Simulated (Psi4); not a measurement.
Calculation: SAPT0/jun-cc-pVDZ, frozen core in Psi4.

Psi4 input:

```
molecule {
0 1
Cl -0.83757063 1.53099194 0.00674979
B 0.00026662 0.00002696 -0.00053257
Cl -0.90773547 -1.49039188 0.00641997
Cl 1.74503949 -0.04062702 -0.01263719
--
1 1
O -0.77676194 4.45786408 -0.12580654
H -0.66032753 3.48400796 -0.09948168
H -1.09645697 4.83516231 0.72159648
H -1.28313817 4.76885266 -0.90651965
units angstrom
symmetry c1
no_reorient
no_com
}
set basis jun-cc-pvdz
set scf_type df
set freeze_core true
energy('sapt0')
```

Part of the output:

```
    SAPT Results
  --------------------------------------------------------------------------------------------------------
    Electrostatics                  0.84955345 [mEh]       0.53310284 [kcal/mol]       2.23050228 [kJ/mol]
      Elst10,r                      0.84955345 [mEh]       0.53310284 [kcal/mol]       2.23050228 [kJ/mol]

    Exchange                       17.60106338 [mEh]      11.04483402 [kcal/mol]      46.21158553 [kJ/mol]
      Exch10                       17.60106338 [mEh]      11.04483402 [kcal/mol]      46.21158553 [kJ/mol]
      Exch10(S^2)                  17.42276827 [mEh]      10.93295215 [kcal/mol]      45.74347180 [kJ/mol]

    Induction                     -23.14274434 [mEh]     -14.52229132 [kcal/mol]     -60.76126689 [kJ/mol]
      Ind20,r                     -26.02937130 [mEh]     -16.33367709 [kcal/mol]     -68.34010493 [kJ/mol]
      Exch-Ind20,r                  7.94515328 [mEh]       4.98565895 [kcal/mol]      20.85999706 [kJ/mol]
      delta HF,r (2)               -5.05852632 [mEh]      -3.17427319 [kcal/mol]     -13.28115902 [kJ/mol]

    Dispersion                     -3.62727853 [mEh]      -2.27615164 [kcal/mol]      -9.52341847 [kJ/mol]
      Disp20                       -4.06787742 [mEh]      -2.55263162 [kcal/mol]     -10.68021069 [kJ/mol]
      Exch-Disp20                   0.44059889 [mEh]       0.27647997 [kcal/mol]       1.15679221 [kJ/mol]
      Disp20 (SS)                  -2.03393871 [mEh]      -1.27631581 [kcal/mol]      -5.34010534 [kJ/mol]
      Disp20 (OS)                  -2.03393871 [mEh]      -1.27631581 [kcal/mol]      -5.34010534 [kJ/mol]
      Exch-Disp20 (SS)              0.25728993 [mEh]       0.16145187 [kcal/mol]       0.67551462 [kJ/mol]
      Exch-Disp20 (OS)              0.18330895 [mEh]       0.11502810 [kcal/mol]       0.48127759 [kJ/mol]

  Total HF                         -4.69212751 [mEh]      -2.94435447 [kcal/mol]     -12.31917908 [kJ/mol]
  Total SAPT0                      -8.31940604 [mEh]      -5.22050611 [kcal/mol]     -21.84259756 [kJ/mol]
```
